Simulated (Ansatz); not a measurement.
Consider the redistribution: `[OH][Ga]([SH])[Cl]` + `CO[SiH2][AlH2]` → `C[O][Ga]([OH])[Cl]` + `[AlH2][SiH2]S`.

Computed with Ansatz on PBE0-D4/def2-TZVP structures; ΔE is electronic, products minus reactants. CCSD(T)/CBS adds triple-zeta CCSD(T) − MP2 to the extrapolated MP2 energy (def2 sets, frozen cores). Functionals use def2-TZVPP. For Ga outer-core shells are correlated without core-valence functions, which leaves a few kJ/mol of doubt a bond. Scalar relativity is left out up to krypton. One conformer a species, not always the lowest.

Is it downhill or uphill in electronic energy at CCSD(T)/CBS, and by how much? (Best estimate.)

Ansatz gave: Uphill: ΔE = +60.9 kJ/mol.

What do these levels give: PBE0-D4, ωB97X-V, ωB97M-V, r2SCAN, PBE0, HF/def2-TZVPP, SCS-MP2/def2-TZVPP, CCSD/def2-TZVPP, HF/def2-QZVPP, MP2/def2-QZVPP, MP2/CBS(def2), CCSD/CBS(def2)? (Best estimate.)

Ansatz gave: PBE0-D4 60.6, ωB97X-V 61.6, ωB97M-V 64.4, r2SCAN 61.2, PBE0 61.1, HF/def2-TZVPP 72.6, SCS-MP2/def2-TZVPP 60.3, CCSD/def2-TZVPP 61.4, HF/def2-QZVPP 71.9, MP2/def2-QZVPP 59.7, MP2/CBS(def2) 60.6, CCSD/CBS(def2) 62.8 kJ/mol.

Largest T1 diagnostic among the species: 0.013.

From PBE to PBE0 (25 % exact exchange), in def2-TZVPP and without D4, ΔE moves by +3.4 kJ/mol. In def2-TZVPP, CCSD(T) changes the Hartree–Fock value by −13.1 kJ/mol (the triples alone add −1.9 kJ/mol) and MP2 by −13.4 kJ/mol.
